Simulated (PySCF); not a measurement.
Compound: C6H8N2 (charge +1 and doublet state).
SMILES with atom numbers: `[H]/[N:8]=[C:7]1/[C@@H:4]([C:3]#[C:2][CH3:1])[NH+:5][CH2:6]1` (hydrogens: H9, H10, H11 on C1; H12 on C4; H13 on N5; H14, H15 on C6; H16 on N8)

Geometry (GFN2-xTB, Å), atoms numbered from 1 in this order:
```xyz
16
C6H8N2 angstrom
C      3.2421    0.2306   -0.8398
C      1.9011   -0.1050   -0.5038
C      0.7556   -0.3864   -0.2265
C     -0.6028   -0.6747    0.1120
N     -0.9377   -0.9025    1.5015
C     -2.0139    0.0427    1.5140
C     -1.6742    0.4260    0.0714
N     -2.0136    1.2009   -0.8133
H      3.3244    1.3083   -0.9995
H      3.9206   -0.0626   -0.0391
H      3.5271   -0.2651   -1.7699
H     -0.9607   -1.4818   -0.5507
H     -0.9220   -1.7939    1.9690
H     -1.8093    0.9012    2.1657
H     -3.0153   -0.3398    1.7354
H     -2.7289    1.9111   -0.7408
```

Method used: UKS B3LYP, pcH-1 on C H N, non-relativistic, mean-field spin-orbit, GIAO (PySCF 2.14.0). Geometry: GFN2-xTB; no solvent, vibrations or thermal averaging. A GFN2-xTB geometry isn't a minimum of the functional, and hyperfine couplings can be far from their values at a DFT geometry, by a factor of two or more for some ions and for spin on atoms past the first row. The SCF solution wasn't tested for stability.

Principal values of hyperfine tensors in MHz (contact and dipolar terms together), for some of the nuclei:

```
atom  isotope      A1      A2      A3
 H12       1H  189.97  191.32  203.47
 H14       1H  125.21  127.01  140.86
  H9       1H   42.72   43.93   47.96
  N5      14N   17.39   17.57   74.82
 H16       1H   23.81   28.46   47.46
 H11       1H   14.43   15.41   18.60
 H15       1H    8.97   11.43   23.95
  C7      13C  -22.90  -14.00   -1.62
```

Q: Split each tensor into its isotropic and traceless parts, and turn a_iso into mT with g = 2.0037.

A: a_iso is a third of the trace, T = A − a_iso, and a(mT) = a(MHz)/(g × 13.996).

```csv
atom,a_iso (MHz),a_iso (mT),T1,T2,T3
H12,194.92,6.950,-4.95,-3.60,8.55
H14,131.03,4.672,-5.82,-4.02,9.83
H9,44.87,1.600,-2.15,-0.94,3.09
N5,36.59,1.305,-19.20,-19.02,38.23
H16,33.24,1.185,-9.44,-4.78,14.22
H11,16.15,0.576,-1.72,-0.73,2.45
H15,14.78,0.527,-5.81,-3.35,9.17
C7,-12.84,-0.458,-10.06,-1.16,11.22
```

Q: What spin density at the nucleus of H15 lies behind its contact coupling (g_N = 5.58569)?

A: a_FC = (2μ0/3) gₑ μB g_N μN ρ(0)/(2S·h) = 800.24 MHz × g_N × ρ(0)/(2S), with ρ in bohr⁻³. With a_FC = 14.78 MHz and 2S = 1, ρ(0) = 0.003307 bohr⁻³. In magnitude that is 1.0 % of the 1/π = 0.318 of a free hydrogen atom.

Q: N8 (14N, g_N = 0.40376) isn't in the table. Its spin density at the nucleus is 0.08194 bohr⁻³. What is its contact coupling?

A: By the same relation, a_FC = 26.5 MHz. Its full tensor has the principal values 18.02, 18.74, 42.67 MHz.

Q: Which nucleus of the table has the largest anisotropic coupling, and what is its form?

A: N5: -19.2, -19.0, 38.2 MHz, axial, in the ratio −1:−1:+2, the form that spin in one p orbital centred on that nucleus gives.

Q: What first-order splitting does H12 cause when the field lies along A1, A2 or A3 of its tensor (g taken as isotropic, no quadrupole term)?

A: 2 lines (I = 1/2), spaced by |A_i|/(g × 13.996): 6.77, 6.82, 7.26 mT along the axes of A1, A2 and A3.
